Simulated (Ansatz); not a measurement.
Molecule: CH3Si (charge +1, singlet). 
Coordinates optimised at B3LYP-D3(BJ)/def2-TZVP (Ansatz, an electronic-structure program):
```
C
H 1 1.1015
H 1 1.1015 2 107.80
H 1 1.1015 2 107.80 3 -116.12
Si 1 1.8103 2 111.09 3 121.94
```
Charge +1, spin multiplicity 1.

Basis-set convergence of Hartree-Fock and MP2 correlation energies (hartree) with Ansatz. Cores are frozen in the correlated levels unless marked. Spin-orbit coupling is left out. Non-relativistic.

| basis | functions | E(HF) | E(corr, MP2) |
|---|---|---|---|
| cc-pV(D+d)Z | 52 | -328.23521 | -0.20383 |
| cc-pV(T+d)Z | 111 | -328.25676 | -0.24777 |
| cc-pV(Q+d)Z | 209 | -328.26162 | -0.26349 |

Extrapolating the two largest sets (X = 3 and 4) as X^-3: E(corr) = (64·(-0.26349) - 27·(-0.24777))/37 = -0.2750 Eh, an estimate of the basis-set limit. The largest set recovers 95.8 % of it, the smallest 74.1 %.
